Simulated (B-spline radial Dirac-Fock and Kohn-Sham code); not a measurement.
# Dipole and non-dipole photoemission parameters of Tb 3p3/2

System: atomic terbium, [Xe] 4f9 6s2; threshold 1611.0 eV (tabulated edge). Method: Dirac-Hartree-Slater photoionisation with a Latter tail; cross sections with all multipoles, angular parameters from the dipole term and its interference with E2. Computed with a radial finite-basis atomic code.

Input of the calculation (task.json; shells as n, l, electrons):

```json
{"items": [{
  "Z": 65,
  "q": 0,
  "cfg": [[1, 0, 2], [2, 0, 2], [2, 1, 6], [3, 0, 2], [3, 1, 6], [3, 2, 10], [4, 0, 2], [4, 1, 6], [4, 2, 10], [4, 3, 9], [5, 0, 2], [5, 1, 6], [6, 0, 2]],
  "A": 159,
  "rrms": 5.06,
  "do": "xps",
  "hv": [59.1, 60, 66.5, 68.8, 100, 167.0, 227.0, 277.0, 300, 434.0, 485.0, 512.0, 671.0, 738.0, 794.0, 800, 1200.0, 1230.0, 1253.6, 1486.9, 1570.0, 2030.0, 2260.0, 3010.0, 8160.0, 8210.0, 9070.0, 9251.7, 11900.0, 15000],
  "edges": {"K": 51996.0, "L1": 8708.0, "L2": 8252.0, "L3": 7514.0, "M1": 1968.0, "M2": 1768.0, "M3": 1611.0, "M4": 1276.9, "M5": 1241.1, "N1": 396.0, "N2": 322.4, "N3": 284.1, "N4": 150.5, "N5": 150.5}
}]}
```

Command: `python xray2_run.py task.json out`

For linearly polarised light dσ/dΩ = σ/(4π) [1 + β P₂(cos θ) + (δ + γ cos²θ) sin θ cos φ], with θ from the polarisation vector and φ the angle between the beam and the projection of the electron momentum on the plane normal to the polarisation.

| hν (eV) | σ (kb) | β | γ | δ |
| --- | --- | --- | --- | --- |
| 2030 | 133 | 1.230 | 0.317 | 0.056 |
| 2260 | 112 | 1.386 | 0.202 | 0.028 |
| 3010 | 67.6 | 1.584 | -0.024 | 0.008 |
| 8160 | 7.60 | 1.626 | 0.691 | 0.027 |
| 8210 | 7.49 | 1.625 | 0.700 | 0.027 |
| 9070 | 5.84 | 1.607 | 0.844 | 0.031 |
| 9251.7 | ? | ? | ? | ? |
| 11900 | 2.88 | 1.543 | 1.261 | 0.047 |
| 15000 | 1.54 | 1.474 | 1.629 | 0.066 |

Q: Give the values at Ga Kα (9251.7 eV).

A: σ = 5.55 kb, β = 1.603, γ = 0.873, δ = 0.032.
